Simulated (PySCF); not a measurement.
Ligands exchanged one at a time, Si SiH3-C2H5. Isolated molecules, 0 K electronic values unless said otherwise. One relaxed conformer stands for each flexible species; it need not be the lowest. Strings in code marks are SMILES.

Method: PySCF with PBE-D3(BJ)/def2-TZVP // PBE-D3(BJ)/def2-SVP. All candidates: neutral, multiplicity 1. Excitations are Tamm–Dancoff values on a coarser integration grid. The basis has no diffuse functions, so Rydberg states are missing or too high.

The T1 excitation (TDA) is 5.55 eV and the HOMO is -6.32 eV. The HOMO–LUMO gap is 5.95 eV.

Q: Identify which member has these values.
A. `CC[Si]([SiH3])([SiH3])[SiH3]` (C–C–Si–Si torsion 60°)
B. `CC[Si]([SiH3])(CC)CC`
C. `CC[Si](CC)(CC)CC`
D. `CC[Si]([SiH3])([SiH3])CC` (C–C–Si–Si torsion -60°, Si–Si–C–C torsion 176°)

A: B, `CC[Si]([SiH3])(CC)CC`. The others give `CC[Si]([SiH3])([SiH3])CC` (C–C–Si–Si torsion -60°, Si–Si–C–C torsion 176°): 5.03 eV, -6.41 eV, 5.41 eV; `CC[Si](CC)(CC)CC`: 6.43 eV, -6.38 eV, 6.49 eV; `CC[Si]([SiH3])([SiH3])[SiH3]` (C–C–Si–Si torsion 60°): 5.10 eV, -6.68 eV, 5.43 eV
